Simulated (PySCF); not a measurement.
Task: Write Cartesian coordinates for `C[SiH2]P(C)C(F)=C(F)F` as optimised with PBE0-D3(BJ)/def2-SVP.

Result: 
```
atom  x, y, z in Å
C1    -2.185   -1.167    0.154
Si2   -1.547    0.590   -0.004
P3     0.562    0.523   -0.857
C4     1.238    2.121   -0.187
C5     1.219   -0.635    0.381
F6     0.985   -0.421    1.692
C7     1.901   -1.746    0.077
F8     2.330   -2.605    0.963
F9     2.222   -2.104   -1.136
H10   -2.087   -1.707   -0.800
H11   -1.609   -1.706    0.921
H12   -3.245   -1.175    0.449
H13   -2.370    1.390   -0.964
H14   -1.564    1.299    1.315
H15    0.736    2.955   -0.701
H16    1.090    2.224    0.897
H17    2.312    2.178   -0.416
```

Orientation and origin are arbitrary. Atoms count from 1 in this order. Of the pairs four or more bonds apart, F6···H16 is among the closest relative to their van der Waals radii: 2.76 Å, 104 % of the sum of Bondi's values. The C–F distances run from 1.305 Å (C7–F9, drawn single) to 1.349 Å (C5–F6, drawn single), a spread of 0.044 Å. Si2 (SiH2 silicon) is tetrahedral (angles from 106.5° to 111.6°). The 2 C–P bonds span 1.818 Å (P3–C5, drawn single) to 1.859 Å (P3–C4, drawn single), a spread of 0.041 Å.

Bonds between heavy atoms (Å): C1–Si2 1.876, Si2–P3 2.277, P3–C4 1.859, P3–C5 1.818, C5–F6 1.349, C5=C7 1.339, C7–F8 1.306, C7–F9 1.305.

Computed, not measured: PBE0-D3(BJ)/def2-SVP geometry optimisation, gas phase in PySCF 2.14.0.

Point group: C1 (no symmetry element, even within 0.4 Å). Stationary, but not proved a minimum. One conformer, not necessarily the lowest (C1–Si2–P3–C4 -154°, Si2–P3–C5–F6 -48°).
